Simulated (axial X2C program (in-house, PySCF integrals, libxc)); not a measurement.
# Bond lengths and stretching modes, held linear, of RuOH⁻

Calculated with an in-house all-electron X2C program for linear molecules (integrals from PySCF): two-component X2C with atomic mean-field Coulomb and Gaunt terms, Gaussian nuclei, basis Ru dyall-v3z, O dyall-av3z, H dyall-v3z with contracted cores. Spin-free rows use the one-electron spin-free X2C Hamiltonian.

Masses Ru 101.904, O 15.995, H 1.008 u. States: 2c Ω = 4 (beyond evenly filled blocks: ω = 3/2, ω = 5/2); spin-free M_S = 2, Λ = 2 (beyond evenly filled blocks: σα, π+α, π-α, δ+α, δ+β, δ-α).

r2SCAN, spin-free: energies above the lowest point

```csv
r(Ru–O) (Å),r(O–H) (Å),E (meV)
1.9071,0.9311,39.53
1.9071,0.9550,17.90
1.9071,0.9789,25.48
1.9560,0.9311,20.30
1.9560,0.9550,0.00
1.9560,0.9789,9.18
1.9560,1.0028,42.95
2.0049,0.9311,36.57
2.0049,0.9550,17.13
2.0049,0.9789,27.40
2.0538,0.9550,60.71
2.0538,1.0028,107.64
```

Task: Fit a quadratic surface with cubic terms in each bond: where is the minimum, and what are the two stretching wavenumbers?

Result: At r2SCAN, spin-free: bonds 1.954 and 0.959 Å; harmonic stretches 524.6 and 3787.1 cm⁻¹; force constants 2.36, 8.02 and coupling 0.15 mdyn/Å.

The other levels and Hamiltonians give:

| Hamiltonian | level | r(Ru–O) (Å) | r(O–H) (Å) | lower stretch (cm⁻¹) | upper stretch (cm⁻¹) |
| --- | --- | --- | --- | --- | --- |
| 2c | PBE0 | 1.953 | 0.954 | 518.0 | 3896.1 |
| 2c | HF | 2.007 | 0.932 | 510.6 | 4236.5 |
| 2c | r2SCAN | 1.954 | 0.959 | 524.5 | 3788.0 |
| 2c | MP2 | 1.951 | 0.955 | 536.0 | 3928.9 |
| spin-free | PBE0 | 1.953 | 0.954 | 517.9 | 3894.1 |
| spin-free | HF | 2.007 | 0.932 | 512.1 | 4236.6 |
| spin-free | MP2 | 1.968 | 0.956 | 520.6 | 3922.6 |

Each state is one determinant, the lowest of a limited PBE0 search; the stretches come from a fit to these few points and carry an uncertainty of a few per cent. Other orders of the atoms were not compared. MP2 freezes inner shells (threshold -2 hartree). For an anion the highest level of a functional can be positive, and the basis then holds the extra electron. The molecule was held linear; bending was not examined, so a bent shape may lie lower. Open-shell Ω = 0 determinants with evenly filled partner blocks cannot be reached by this program, so the Ω shown need not be the lowest component. Note: functional without a current term on a determinant with orbital currents, of the molecule or an atom. Note: several unpaired electrons, one determinant need not be a pure state.
